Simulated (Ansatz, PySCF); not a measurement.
Caution: the highest occupied level lies above zero, so the state may not be bound. This triplet is an excited state, 0.62 eV above the relaxed singlet at the level frozen-core CCSD(T)/aug-cc-pVTZ // B3LYP-D3(BJ)/def2-TZVPD (Ansatz, a first-principles code).

B3LYP has the VWN-RPA correlation part, as in Gaussian. 

Cartesian coordinates (Å):
```xyz
5

B     -0.5995    -0.1086     0.0125
B      1.0025    -0.4064     0.0831
F      2.0473     0.4615    -0.0585
H     -1.0130     1.0201    -0.1914
H     -1.4373    -0.9665     0.1543
```
Charge -1, spin multiplicity 3.

Task: What total energy and highest occupied spin orbital does B3LYP-D3(BJ)/def2-TZVPD (PySCF) give?

Result: 
```json
{
 "total_energy": "-150.7988 Ha",
 "highest_occupied_spin_orbital": "0.89 eV"
}
```
